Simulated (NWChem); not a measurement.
System: SiHSBr, singlet; SMILES [Si](Br)S

Here is an NWChem input.

```
start job
memory heap 200 mb stack 900 mb global 1100 mb
geometry units angstroms noautosym nocenter noautoz
  Si     1.062293    -0.632626    -0.007550
  Br    -0.181461     1.256254     0.007851
  S     -0.567256    -2.029022    -0.011637
  H      0.250236    -3.109091    -0.020652
end
basis spherical
  * library def2-svp
end
dft
  xc pbe0
  iterations 150
end
cosmo
  do_cosmo_smd true
  solvent hexane
end
task dft energy
```

NWChem printed, in part:

```
             Northwest Computational Chemistry Package (NWChem) 7.3.0
             --------------------------------------------------------

                             Geometry "geometry" -> ""
                             -------------------------

 Output coordinates in angstroms (scale by  1.889725989 to convert to a.u.)

  No.       Tag          Charge          X              Y              Z
 ---- ---------------- ---------- -------------- -------------- --------------
    1 Si                  14.0000     1.06229300    -0.63262600    -0.00755000
    2 Br                  35.0000    -0.18146100     1.25625400     0.00785100
    3 S                   16.0000    -0.56725600    -2.02902200    -0.01163700
    4 H                    1.0000     0.25023600    -3.10909100    -0.02065200

 Effective nuclear repulsion energy (a.u.)     272.7853558944

                                 NWChem DFT Module
                                 -----------------

 Summary of "ao basis" -> "ao basis" (spherical)
 ------------------------------------------------------------------------------
       Tag                 Description            Shells   Functions and Types
 ---------------- ------------------------------  ------  ---------------------
 Si                         def2-svp                 8       18   4s3p1d
 Br                         def2-svp                12       32   5s4p3d
 S                          def2-svp                 8       18   4s3p1d
 H                          def2-svp                 3        5   2s1p

 in cosmo_initialize ...
 calling solv_data for solv:hexane

 solvent parameters
 solvname_short: hexane
 solvname_long:  n-hexane
 dielec:        1.8819
 dielecinf:     1.8903
 nonaqueous SMD model solvent descriptors
 dielec:        1.8819
 sola:          0.0000
 solb:          0.0000
 solc:          0.0000
 solg:         25.7500
 solh:          0.0000
 soln:          1.3749

          ---------------
          -cosmo- solvent
          ---------------
 Cosmo: York-Karplus, doi: 10.1021/jp992097l
 dielectric constant -eps-     =   1.88
 screen = (eps-1)/(eps    )    =   0.46862
 surface charge correction     = lagrangian

   van der Waals surface
 --------------------------

 ---------- ATOMIC COORDINATES (A.U.) ------------ VDWR(ANG.) --
     1    2.00744269   -1.19548979   -0.01426743     2.470
     2   -0.34291157    2.37397583    0.01483624     3.060
     3   -1.07195841   -3.83429560   -0.02199074     2.490
     4    0.47287747   -5.87533006   -0.03902662     1.200
 number of segments per atom =        128
 number of   points per atom =        128
 atom (   nspa,  nppa )
 ----------------------
    1 (     60,     0 )       0
    2 (    100,     0 )       0
    3 (     86,     0 )       0
    4 (     22,     0 )       0
 number of -cosmo- surface points =      268
 molecular surface =    165.754 angstrom**2
 molecular volume  =    174.492 angstrom**3
 -lineq- algorithm             =   0
 -bem- low  level              =   3
 -bem- from -octahedral-
 gaussian surface charge width =   4.50000
 degree of switching           =   1.00000
 switching function tolerance  =   0.00010
 atomic radii =
 --------------
    1 14.000  2.470
    2 35.000  3.060
    3 16.000  2.490
    4  1.000  1.200
 ...... end of -cosmo- initialization ......

 nat:                     4
 ixmem:                  1008
 calling mnsol_interface()
 G(SMD-CDS) energy (kcal/mol)  =    -3.452
 SMD-CDS SASA (angstrom**2)    =   131.676

            General Information
            -------------------
          SCF calculation type: DFT
          Wavefunction type:  closed shell.
          No. of atoms     :     4
          No. of electrons :    66
           Alpha electrons :    33
            Beta electrons :    33
          Charge           :     0
          Spin multiplicity:     1
          Use of symmetry is: off; symmetry adaption is: off
          Maximum number of iterations: 150
          AO basis - number of functions:    73
                     number of shells:    31
          Convergence on energy requested:  1.00D-06
          Convergence on density requested:  1.00D-05
          Convergence on gradient requested:  5.00D-04

[...]

                                COSMO-SMD solvation results
                                ---------------------------

             internal energy in gas <Psi(g)|H|Psi(g)> =     -3261.401148653208
         internal energy in solvent <Psi(s)|H|Psi(s)> =     -3261.401018044591
                               delta internal energy  =         0.000130608617 (    0.08 kcal/mol)
   total free energy in solvent <Psi(s)|H+V/2|Psi(s)> =     -3261.402766481134
 polarization energy contribution <Psi(s)|V/2|Psi(s)> =        -0.001748436543 (   -1.10 kcal/mol)
    total free energy in solvent including G(SMD-CDS) =     -3261.408267182713
                       G(SMD-CDS) energy contribution =        -0.005500701579 (   -3.45 kcal/mol)
     1 M fixed-concentration free energy of solvation =        -0.007118529505 (   -4.47 kcal/mol)

                       DFT Final Molecular Orbital Analysis
                       ------------------------------------

 Vector   31  Occ=2.000000D+00  E=-3.207431D-01
              MO Center=  2.0D-02,  8.2D-01,  4.5D-03, r^2= 2.8D+00
   Bfn.  Coefficient  Atom+Function         Bfn.  Coefficient  Atom+Function
  ----- ------------  ---------------      ----- ------------  ---------------
    34      0.433395  2 Br py                31      0.383779  2 Br py
    33      0.342510  2 Br px                30      0.302345  2 Br px
    28     -0.254938  2 Br py                27     -0.201884  2 Br px
     3      0.147602  1 Si s                 69     -0.118626  4 H  s
    11      0.116774  1 Si px                54      0.112706  3 S  s

 Vector   32  Occ=2.000000D+00  E=-2.971723D-01
              MO Center= -3.7D-01, -1.0D+00, -5.9D-03, r^2= 3.7D+00
   Bfn.  Coefficient  Atom+Function         Bfn.  Coefficient  Atom+Function
  ----- ------------  ---------------      ----- ------------  ---------------
    63      0.535598  3 S  pz                60      0.371580  3 S  pz
    35     -0.353600  2 Br pz                32     -0.298723  2 Br pz
    57      0.212795  3 S  pz                29      0.198796  2 Br pz
    13      0.083084  1 Si pz                10      0.064368  1 Si pz
    26     -0.064563  2 Br pz                15     -0.055214  1 Si d -1

 Vector   33  Occ=2.000000D+00  E=-2.614953D-01
              MO Center=  7.0D-01, -5.1D-01, -5.7D-03, r^2= 4.1D+00
   Bfn.  Coefficient  Atom+Function         Bfn.  Coefficient  Atom+Function
  ----- ------------  ---------------      ----- ------------  ---------------
     3      0.393643  1 Si s                  4      0.374698  1 Si s
    33     -0.358509  2 Br px                61     -0.304395  3 S  px
    30     -0.288619  2 Br px                 8      0.260776  1 Si px
    11      0.236416  1 Si px                 2      0.229507  1 Si s
    58     -0.209559  3 S  px                27      0.190550  2 Br px

 Vector   34  Occ=0.000000D+00  E=-9.245468D-02
              MO Center=  8.1D-01, -6.6D-01, -7.0D-03, r^2= 3.4D+00
   Bfn.  Coefficient  Atom+Function         Bfn.  Coefficient  Atom+Function
  ----- ------------  ---------------      ----- ------------  ---------------
    13      0.702492  1 Si pz                10      0.408464  1 Si pz
    63     -0.349570  3 S  pz                35     -0.262565  2 Br pz
     7     -0.211207  1 Si pz                60     -0.180134  3 S  pz
    32     -0.162890  2 Br pz                29      0.107773  2 Br pz
    57     -0.102720  3 S  pz                47     -0.038692  2 Br d -1

 Vector   35  Occ=0.000000D+00  E=-2.551549D-03
              MO Center=  9.5D-01, -4.5D-01, -6.1D-03, r^2= 3.9D+00
   Bfn.  Coefficient  Atom+Function         Bfn.  Coefficient  Atom+Function
  ----- ------------  ---------------      ----- ------------  ---------------
    12      1.026039  1 Si py                34      0.475199  2 Br py
    23     -0.439522  2 Br s                 33     -0.412582  2 Br px
     9      0.338958  1 Si py                11     -0.249486  1 Si px
    22     -0.247808  2 Br s                 61      0.238172  3 S  px
     3      0.213009  1 Si s                  6     -0.177628  1 Si py

 Vector   36  Occ=0.000000D+00  E= 3.027306D-02
              MO Center=  2.0D-01, -2.0D+00, -1.4D-02, r^2= 4.0D+00
   Bfn.  Coefficient  Atom+Function         Bfn.  Coefficient  Atom+Function
  ----- ------------  ---------------      ----- ------------  ---------------
    70      0.973455  4 H  s                 62      0.919337  3 S  py
    11      0.547970  1 Si px                 3     -0.513424  1 Si s
    69      0.291325  4 H  s                 59      0.265360  3 S  py
    54     -0.239164  3 S  s                  8      0.201813  1 Si px
    23      0.192081  2 Br s                  2     -0.175294  1 Si s

     Multipole analysis of the density
     ---------------------------------

     L   x y z        total         alpha         beta         nuclear
     -   - - -        -----         -----         ----         -------
     0   0 0 0     -0.000000    -33.000000    -33.000000     66.000000

     1   1 0 0      0.440439      0.508301      0.508301     -0.576164
     1   0 1 0     -0.759754      0.056004      0.056004     -0.871763
     1   0 0 1     -0.005977      0.032688      0.032688     -0.071354

     2   2 0 0    -34.622452    -56.882370    -56.882370     79.142288
     2   1 1 0     -1.967579     -1.431020     -1.431020      0.894462
     2   1 0 1     -0.007521      0.106400      0.106400     -0.220322
     2   0 2 0    -29.862806   -258.435930   -258.435930    487.009054
     2   0 1 1      0.024831     -1.512545     -1.512545      3.049921
     2   0 0 2    -32.841410    -16.430612    -16.430612      0.019814
```

Level: PBE0/def2-SVP, SMD on the gas-phase geometry. Low-valent species are run as closed-shell singlets; no triplet was tried in these runs. Structure relaxed at the PBE0/def2-SVP level. Solvent: n-hexane.
